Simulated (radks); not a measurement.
Results of a calculation; reference values are marked as such.
Task: All-electron atom: Cr III in [Ar] 3d4. Code: a radial shooting solver on a logarithmic mesh with Libxc functionals. Model: Dirac Kohn-Sham, PBE, spin-unpolarised, spherical densities, point nucleus; open shells are shared between the two j in proportion to 2j + 1. Some entries of the table are withheld. Estimate them.

| orbital | occ. | eigenvalue (eV) | <1/r> (bohr^-1) | <r^2> (bohr^2) |
|---|---|---|---|---|
| 1s1/2 | 2 | -5901.168 | (1) | 0.005432 |
| 2s1/2 | 2 | -688.4545 | 5.068 | 0.1015 |
| 2p1/2 | 2 | -587.7735 | 5.007 | (2) |
| 2p3/2 | 4 | -579.1263 | 4.931 | (3) |
| 3s1/2 | 2 | -95.1308 | 1.575 | 0.9296 |
| 3p1/2 | 2 | -67.1402 | 1.448 | 1.064 |
| 3p3/2 | 4 | -66.1076 | 1.432 | 1.083 |
| 3d3/2 | 1.6 | -22.9124 | (4) | (5) |
| 3d5/2 | 2.4 | -22.8177 | (6) | (7) |

Result: 
(1) 1s1/2 <1/r> (bohr^-1): 23.88
(2) 2p1/2 <r^2> (bohr^2): 0.08199
(3) 2p3/2 <r^2> (bohr^2): 0.08368
(4) 3d3/2 <1/r> (bohr^-1): 1.086
(5) 3d3/2 <r^2> (bohr^2): 1.935
(6) 3d5/2 <1/r> (bohr^-1): 1.082
(7) 3d5/2 <r^2> (bohr^2): 1.948
